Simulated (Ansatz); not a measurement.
The cluster Si₄H₆. The state is a singlet with charge 0. Geometry relaxed at PBE-D4/def2-SVP.

```xyz
10

Si    1.374   -1.072   -0.438
Si    1.152    1.033   -0.913
Si   -0.911    1.164    0.160
Si   -0.666   -1.140    0.683
H    -0.594   -1.439    2.159
H    -0.969    2.073    1.362
H     1.994    2.037   -1.651
H     2.431   -2.104   -0.715
H    -1.719   -2.033    0.075
H    -2.091    1.480   -0.723
```

The restricted singlet is unstable towards broken spin symmetry in Hartree–Fock (as tested in another run); at PBE-D4/def2-SVP this wasn't settled. The structure comes from a short search, and lower isomers may exist.

**Question.** Estimate the harmonic wavenumbers at RKS PBE-D4/def2-SVP (Ansatz, unscaled). Is this a minimum?

**Answer.** 56, 243, 279, 300, 402, 425, 436, 458, 510, 527, 546, 548, 600, 602, 664, 694, 891, 900, 2134, 2138, 2141, 2149, 2157, 2164 cm⁻¹. Yes, no mode is imaginary beyond noise. Zero-point energy 131.4 kJ/mol. Hardware: 4 threads of Arm Neoverse V2 on a shared host. Wall time 33 s.
